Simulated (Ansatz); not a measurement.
`[SH][Al]([Br])[Br]` + H₂ → `[Br][AlH][Br]` + H₂S at 600 K and 1 bar (hydrogenolysis of the Al–S bond).

Gas-phase electronic energies from Ansatz, PBE0-D4/def2-TZVP geometries. CCSD(T)/CBS adds triple-zeta CCSD(T) − MP2 to the extrapolated MP2 energy (def2 sets, frozen cores). This one scheme is used for every species. For Br outer-core shells are correlated without core-valence functions, which leaves a few kJ/mol of doubt a bond. Scalar relativity is left out up to krypton. Each species was taken in one conformer, which may not be the lowest.

```csv
species,CCSD(T)/CBS energy (Eh),H − E (kJ/mol),S (J/(mol·K))
`[SH][Al]([Br])[Br]`,-5787.21638,78.9,425.8
H₂,-1.17544,43.9,150.8
`[Br][AlH][Br]`,-5389.38299,59.3,359.9
H₂S,-398.97279,60.8,230.9
```

H − E and S are ideal-gas, rigid-rotor, harmonic terms from PBE0-D4/def2-TZVP, for one conformer and one mirror image of each species. The MP2-based limit puts H₂ 0.8 mEh under its directly extrapolated value; such offsets cancel only in part. 1 Eh = 2625.50 kJ/mol, R = 8.31446 J/(mol·K).

Question: By hand: ΔE, ΔH, ΔS and ΔG.

Answer: ΔE = (-5389.38299) + (-398.97279) − (-5787.21638) − (-1.17544) = 0.03604 Eh = 94.6 kJ/mol. Δ(H − E) = 59.3 + 60.8 − 78.9 − 43.9 = -2.7, so ΔH = 91.9 kJ/mol. ΔS = 359.9 + 230.9 − 425.8 − 150.8 = 14.2 J/(mol·K). ΔG = 91.9 − 600 × (14.2)/1000 = 83.4 kJ/mol.

Question: By hand: the equilibrium constant, and the temperature at which ΔG would vanish if ΔH and ΔS stayed fixed.

Answer: log₁₀ K = −ΔG/(RT ln 10) = -7.3. ΔG = 0 at ΔH/ΔS = 6472 K, far beyond where these terms or the molecules hold.

The number of gas molecules stays the same, so ΔS is small and ΔH decides. A doubt of 5 kJ/mol in ΔE shifts log₁₀ K by 0.4 here. Other conformers and mirror images would add mixing entropy, several J/(mol·K) or more a flexible species. These are equilibria of isolated gas molecules and say nothing of rates. Largest T1 diagnostic: 0.009 (customary marks: 0.02 for closed shells, 0.045 for open ones).
